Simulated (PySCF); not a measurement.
Species: C4H10OSi.
Numbering: `[CH2:1]=[CH:2][O:3][SiH:4]([CH3:5])[CH3:6]` (hydrogens: H7, H8 on C1; H9 on C2; H10 on Si4; H11, H12, H13 on C5; H14, H15, H16 on C6)

Cartesian coordinates in Å at the GFN2-xTB level; atoms count from 1:
```xyz
16
C4H10OSi angstrom
C      3.0410    0.1518    0.4941
C      1.7915   -0.1414    0.8098
O      0.7385    0.4593    0.2244
Si    -0.8661    0.1424    0.2899
C     -1.2438   -1.5884   -0.4069
C     -1.5994    1.5251   -0.7712
H      3.2677    0.8849   -0.2591
H      3.8633   -0.3348    0.9830
H      1.5514   -0.8811    1.5657
H     -1.3287    0.2085    1.6858
H     -2.3104   -1.7855   -0.4372
H     -0.8611   -1.6972   -1.4189
H     -0.7860   -2.3680    0.1969
H     -2.6784    1.4294   -0.8245
H     -1.2126    1.5015   -1.7853
H     -1.3744    2.5026   -0.3578
```

Method used: PySCF, TDDFT B3LYP/def2-SVPD, vertical, gas phase, core orbitals frozen in the response.

List the vertical singlet excitations with oscillator strengths and describe the spectrum.

```json
{"state": "S1", "E (eV)": "6.15", "λ (nm)": "201.7", "ν̃ (cm⁻¹)": "49580", "f": "0.012", "main configurations (H = HOMO, L = LUMO)": "H→L+1 (47%), H→L+2 (38%), H→L (10%)"}
{"state": "S2", "E (eV)": "6.39", "λ (nm)": "194.1", "ν̃ (cm⁻¹)": "51530", "f": "0.0024", "main configurations (H = HOMO, L = LUMO)": "H→L+2 (56%), H→L+1 (41%)"}
{"state": "S3", "E (eV)": "6.70", "λ (nm)": "185.0", "ν̃ (cm⁻¹)": "54070", "f": "0.077", "main configurations (H = HOMO, L = LUMO)": "H→L+3 (86%)"}
{"state": "S4", "E (eV)": "6.78", "λ (nm)": "182.9", "ν̃ (cm⁻¹)": "54690", "f": "0.357", "main configurations (H = HOMO, L = LUMO)": "H→L (74%), H→L+1 (10%)"}
{"state": "S5", "E (eV)": "7.00", "λ (nm)": "177.0", "ν̃ (cm⁻¹)": "56500", "f": "0.021", "main configurations (H = HOMO, L = LUMO)": "H→L+4 (80%), H→L+5 (16%)"}
{"state": "S6", "E (eV)": "7.27", "λ (nm)": "170.5", "ν̃ (cm⁻¹)": "58660", "f": "0.016", "main configurations (H = HOMO, L = LUMO)": "H→L+5 (72%), H→L+4 (14%), H→L+6 (12%)"}
{"state": "S7", "E (eV)": "7.57", "λ (nm)": "163.7", "ν̃ (cm⁻¹)": "61080", "f": "0.0039", "main configurations (H = HOMO, L = LUMO)": "H→L+6 (80%), H→L+5 (10%)"}
{"state": "S8", "E (eV)": "7.65", "λ (nm)": "162.0", "ν̃ (cm⁻¹)": "61730", "f": "0.0034", "main configurations (H = HOMO, L = LUMO)": "H-1→L (80%), H-3→L (10%)"}
```

Triplets (Tamm–Dancoff): T1 4.33 eV, H→L (88%); T2 6.06 eV, H→L+2 (44%), H→L+1 (42%); T3 6.35 eV, H→L+2 (48%), H→L+1 (47%).

The lowest singlet comes at 202 nm (593 kJ/mol) in the ultraviolet; it is weak; its leading configuration is HOMO→LUMO+1 (47%). The strongest level in the table is S4 at 6.78 eV (183 nm, f = 0.357). Löwdin shares by element: HOMO carbon 61% or more, oxygen 23% (atoms not listed hold the other 16%); LUMO carbon 61% or more, oxygen 9%, hydrogen 7% or more (atoms not listed hold the other 23%). The oscillator strengths of these states sum to 0.493; summed over the whole spectrum of an exact calculation they would give the number of electrons, 56 (Thomas–Reiche–Kuhn). Of the 8 states listed, 5 reach f = 0.01 and none stays under 0.0005. The listed states span 1.51 eV. The window holds the lowest 8 singlets.

One conformer stands for the species.
